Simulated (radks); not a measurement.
Results of a calculation; reference values are marked as such.
All-electron atom: Pr+ in [Xe] 4f3 6s1 (the NIST ground configuration).

Code: a radial shooting solver on a logarithmic mesh with Libxc functionals. Model: Dirac Kohn-Sham, XLYP, spin-unpolarised, spherical densities, point nucleus; open shells are shared between the two j in proportion to 2j + 1.

Energy parts (eV):
part                      energy
total                 -251537.94
kinetic                270593.75
electron-nucleus      -613436.48
Hartree                 97236.69
exchange-correlation    -5931.90

Orbitals (lengths in bohr, moments of r in powers of bohr; r(max) is where P^2 peaks):
orbital	occ.	eigenvalue (eV)	<r^4>	r(max)
1s1/2	2	-41794.24	1.644e-06	0.01541
2s1/2	2	-6725.443	0.0002689	0.08739
2p1/2	2	-6356.577	0.0001687	0.06649
2p3/2	4	-5874.065	0.0002120	0.07185
3s1/2	2	-1455.119	0.01087	0.2493
3p1/2	2	-1298.285	0.01007	0.2361
3p3/2	4	-1202.708	0.01197	0.2476
3d3/2	4	-929.0779	0.009068	0.1986
3d5/2	6	-908.4762	0.009569	0.2018
4s1/2	2	-293.5865	0.2788	0.5792
4p1/2	2	-234.9246	0.3263	0.5876
4p3/2	4	-214.3298	0.3869	0.6123
4d3/2	4	-118.0594	0.5991	0.6310
4d5/2	6	-114.4483	0.6333	0.6392
4f5/2	1.28571	-7.0561	13.43	0.6894
4f7/2	1.71429	-6.7134	15.00	0.6948
5s1/2	2	-44.6445	9.702	1.352
5p1/2	2	-29.0542	16.91	1.484
5p3/2	4	-26.2528	20.86	1.556
6s1/2	1	-8.1201	515.0	3.583

The highest occupied level is 4f7/2 at -6.713 eV. For comparison, the ionisation energy in NIST's Atomic Spectra Database is 10.63 eV (semi-empirical). In exact Kohn-Sham theory the highest level is minus the ionisation energy, but local and semilocal functionals leave it too shallow, through self-interaction and a potential that decays too fast; potentials with the right tail come closer.

Beside tabulated values, note that spin-unpolarised runs miss the spin-polarisation part of the exchange energy of open shells.
